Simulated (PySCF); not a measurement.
## Working out the ionisation energy of V

V [Ar] 3d3 4s2 (4F) → V⁺ [Ar] 3d4 (5D). Computed with PySCF 2.14 in x2c-TZVPPall with one added diffuse shell each of s, p, d, f type (7s6p5d3f1g, 80 functions), with the spin-free X2C one-electron Hamiltonian (Gaussian nucleus). Frozen: [Ar]. Energies in hartree (1 hartree = 27.21139 eV):

```json
{"part": "UHF", "V (lower)": "-948.133902", "V⁺ (upper)": "-947.907250"}
{"part": "CCSD correlation", "V (lower)": "-0.073831", "V⁺ (upper)": "-0.051341"}
{"part": "(T)", "V (lower)": "-0.002606", "V⁺ (upper)": "-0.000875"}
```

What does Hartree-Fock give?

(-947.907250) − (-948.133902) = 0.226652 hartree = 6.168 eV.

What do CCSD and CCSD(T) give?

The CCSD correlation energies differ by 0.022490 hartree = 0.612 eV and the triples by 0.001731 hartree = 0.047 eV, so CCSD gives 6.780 eV and CCSD(T) 6.827 eV.

Measured between the centres of the two terms (NIST): 6.732 eV, so CCSD(T) (valence) is off by 0.095 eV.

What remains against the reference includes basis incompleteness, the frozen core and higher excitations.
